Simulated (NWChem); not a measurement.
Program: NWChem. System: HAl, charge 0, spin multiplicity 1, at a geometry optimised with PBE/def2-SVP. The structure started from a generated list of species. Level: CCSD(T)/cc-pVDZ, 5 core orbitals frozen.

Job file:

```
start mol
memory heap 100 mb stack 700 mb global 1900 mb
geometry units angstroms nocenter noautoz
  Al     0.000000     0.000000     0.120297
  H      0.000000     0.000000    -1.563858
  symmetry group C2v
end
basis spherical
  * library cc-pvdz
end
scf
  rhf
  nopen 0
  maxiter 100
  thresh 1e-7
  semidirect memsize 60000000 filesize 0
end
ccsd
  freeze core 5
  maxiter 60
end
task ccsd(t) energy
```

NWChem printed:

```
             Northwest Computational Chemistry Package (NWChem) 7.3.0
             --------------------------------------------------------

                                NWChem Input Module
                                -------------------

 Scaling coordinates for geometry "geometry" by  1.889725989
 (inverse scale =  0.529177249)

 Turning off AUTOSYM since
 SYMMETRY directive was detected!

                             Geometry "geometry" -> ""
                             -------------------------

 Output coordinates in angstroms (scale by  1.889725989 to convert to a.u.)

  No.       Tag          Charge          X              Y              Z
 ---- ---------------- ---------- -------------- -------------- --------------
    1 Al                  13.0000     0.00000000     0.00000000     0.12029700
    2 H                    1.0000     0.00000000     0.00000000    -1.56385800

 Effective nuclear repulsion energy (a.u.)       4.0847215589

            Nuclear Dipole moment (a.u.)
            ----------------------------
        X                 Y               Z
 ---------------- ---------------- ----------------
     0.0000000000     0.0000000000     0.0000056692

      Symmetry information
      --------------------

 Group name             C2v
 Group number             16
 Group order               4
 No. of unique centers     2

      Symmetry unique atoms

     1    2


 Summary of "ao basis" -> "" (spherical)
 ------------------------------------------------------------------------------
       Tag                 Description            Shells   Functions and Types
 ---------------- ------------------------------  ------  ---------------------
 *                          cc-pvdz                   on all atoms

 Summary of "ao basis" -> "ao basis" (spherical)
 ------------------------------------------------------------------------------
       Tag                 Description            Shells   Functions and Types
 ---------------- ------------------------------  ------  ---------------------
 Al                         cc-pvdz                  8       18   4s3p1d
 H                          cc-pvdz                  3        5   2s1p

                                 NWChem SCF Module
                                 -----------------

  ao basis        = "ao basis"
  functions       =    23
  atoms           =     2
  closed shells   =     7
  open shells     =     0
  charge          =   0.00
  wavefunction    = RHF
  use symmetry    = T
  symmetry adapt  = T

 Summary of "ao basis" -> "ao basis" (spherical)
 ------------------------------------------------------------------------------
       Tag                 Description            Shells   Functions and Types
 ---------------- ------------------------------  ------  ---------------------
 Al                         cc-pvdz                  8       18   4s3p1d
 H                          cc-pvdz                  3        5   2s1p

      Symmetry analysis of basis
      --------------------------

        a1         12
        a2          1
        b1          5
        b2          5

 Forming initial guess at       0.0s

      Superposition of Atomic Density Guess
      -------------------------------------

 Sum of atomic energies:        -242.37387208

      Non-variational initial energy
      ------------------------------

 Total energy =    -242.267113
 1-e energy   =    -345.225234
 2-e energy   =      98.873400
 HOMO         =      -0.190663
 LUMO         =      -0.007781
[...]
                                                time     time      time
-------------------------------------------------------------------------
   1     -0.0657646628 -6.576D-02  1.711D-01     0.28     0.00     0.28
   2     -0.0703323138 -4.568D-03  5.760D-02     0.28     0.00     0.28
   3     -0.0732988359 -2.967D-03  5.637D-03     0.28     0.00     0.28
   4     -0.0736400280 -3.412D-04  2.097D-03     0.28     0.00     0.28
   5     -0.0736860985 -4.607D-05  2.345D-04     0.28     0.00     0.28
   6     -0.0736612008  2.490D-05  1.208D-04     0.28     0.00     0.28
   7     -0.0736602878  9.130D-07  4.888D-05     0.28     0.00     0.28
   8     -0.0736599656  3.222D-07  7.228D-06     0.29     0.00     0.28
   9     -0.0736599711 -5.526D-09  4.159D-06     0.29     0.00     0.29
  10     -0.0736598172  1.539D-07  2.074D-07     0.28     0.00     0.28
                  *************converged*************
-------------------------------------------------------------------------

 -----------
 CCSD Energy
 -----------
 Reference energy:            -242.453849589438875
 CCSD corr. energy:             -0.073659817247568
 Total CCSD energy:           -242.527509406686448

 --------------------------------
 Spin Component Scaled (SCS) CCSD
 --------------------------------
 Same spin contribution:                 -0.002835247519345
 Same spin scaling factor:                1.130000000000000
 Opposite spin contribution:             -0.070824569728224
 Opposite spin scaling fact.:             1.270000000000000
 SCS-CCSD correlation energy:            -0.093151033251704
 Total SCS-CCSD energy:                -242.547000622690575
 memory            104854972

*********triples calculation*********

nkpass=    1; nvpass=    1; memdrv=           4944; memtrn=         361763; memavail=      104854924
 memory available/node                      104854924
 total number of virtual orbitals        16
 number of virtuals per integral pass    16
 number of integral evaluations           1
 number of occupied per triples pass      2
 number of triples passes                 1

 commencing integral evaluation        1 at           3.36
  symmetry use  T
task         2 out of        66 done   3%  at       0.0 secs
task         4 out of        66 done   6%  at       0.1 secs
task         7 out of        66 done  10%  at       0.1 secs
task        10 out of        66 done  15%  at       0.1 secs
task        14 out of        66 done  21%  at       0.2 secs
task        17 out of        66 done  25%  at       0.2 secs
task        20 out of        66 done  30%  at       0.2 secs
task        24 out of        66 done  36%  at       0.2 secs
task        27 out of        66 done  40%  at       0.2 secs
task        30 out of        66 done  45%  at       0.2 secs
task        33 out of        66 done  50%  at       0.3 secs
task        37 out of        66 done  56%  at       0.3 secs
task        40 out of        66 done  60%  at       0.3 secs
task        43 out of        66 done  65%  at       0.4 secs
task        47 out of        66 done  71%  at       0.4 secs
task        50 out of        66 done  75%  at       0.5 secs
task        53 out of        66 done  80%  at       0.5 secs
task        57 out of        66 done  86%  at       0.5 secs
task        60 out of        66 done  90%  at       0.5 secs
task        63 out of        66 done  95%  at       0.5 secs
task        66 out of        66 done 100%  at       0.5 secs
 commencing triples evaluation - blocking       1
 ccsd(t): done        1 out of       16 progress:    6.2%
 ccsd(t): done        2 out of       16 progress:   12.5%
 ccsd(t): done        3 out of       16 progress:   18.8%
 ccsd(t): done        4 out of       16 progress:   25.0%
 ccsd(t): done        5 out of       16 progress:   31.2%
 ccsd(t): done        6 out of       16 progress:   37.5%
 ccsd(t): done        7 out of       16 progress:   43.8%
 ccsd(t): done        8 out of       16 progress:   50.0%
 ccsd(t): done        9 out of       16 progress:   56.2%
 ccsd(t): done       10 out of       16 progress:   62.5%
 ccsd(t): done       11 out of       16 progress:   68.8%
 ccsd(t): done       12 out of       16 progress:   75.0%
 ccsd(t): done       13 out of       16 progress:   81.2%
 ccsd(t): done       14 out of       16 progress:   87.5%
 ccsd(t): done       15 out of       16 progress:   93.8%
 ccsd(t): done       16 out of       16 progress:  100.0%
 Time for integral evaluation pass     1        0.55
 Time for triples evaluation pass      1        0.00

 pseudo-e(mp4)  -0.10255221777147E-02
 pseudo-e(mp5)   0.19479840082364E-04
        e(t)    -0.10060423376323E-02

 --------------
 CCSD(T) Energy
 --------------
 Reference energy:                    -242.453849589438875

 CCSD corr. energy:                     -0.073659817247568
 T(CCSD) corr. energy:                  -0.001025522177715
 Total CCSD+T(CCSD) energy:           -242.528534928864161

 CCSD corr. energy:                     -0.073659817247568
 (T) corr. energy:                      -0.001006042337632
 Total CCSD(T) energy:                -242.528515449024070

 routine      calls  cpu(0)   cpu-min  cpu-ave  cpu-max   i/o
 aoccsd          1     0.00     0.00     0.00     0.00    0.00
 iterdrv         1     0.00     0.00     0.00     0.00    0.00
 pampt          10     0.00     0.00     0.00     0.00    0.00
 t2pm           10     0.01     0.01     0.01     0.01    0.00
 sxy            10     0.01     0.01     0.01     0.01    0.00
 ints        43560     2.73     2.73     2.73     2.73    0.00
 t2eri         660     0.02     0.02     0.02     0.02    0.00
 idx2          660     0.01     0.01     0.01     0.01    0.00
 idx34          10     0.00     0.00     0.00     0.00    0.00
 ht2pm          10     0.01     0.01     0.01     0.01    0.00
 itm            10     0.01     0.01     0.01     0.01    0.00
 pdiis          10     0.00     0.00     0.00     0.00    0.00
 triples         1     0.00     0.00     0.00     0.00    0.00
 rdtrpo          1     0.00     0.00     0.00     0.00    0.00
 trpmos          1     0.55     0.55     0.55     0.55    0.00
 trpdrv          1     0.00     0.00     0.00     0.00    0.00
 dovvv         192     0.00     0.00     0.00     0.00    0.00
 doooo         192     0.00     0.00     0.00     0.00    0.00
 tengy         128     0.00     0.00     0.00     0.00    0.00
 Total                 3.37     3.37     3.37     3.37    0.00

 Task  times  cpu:        4.2s     wall:        4.2s

 Total times  cpu:        4.3s     wall:        4.3s
```
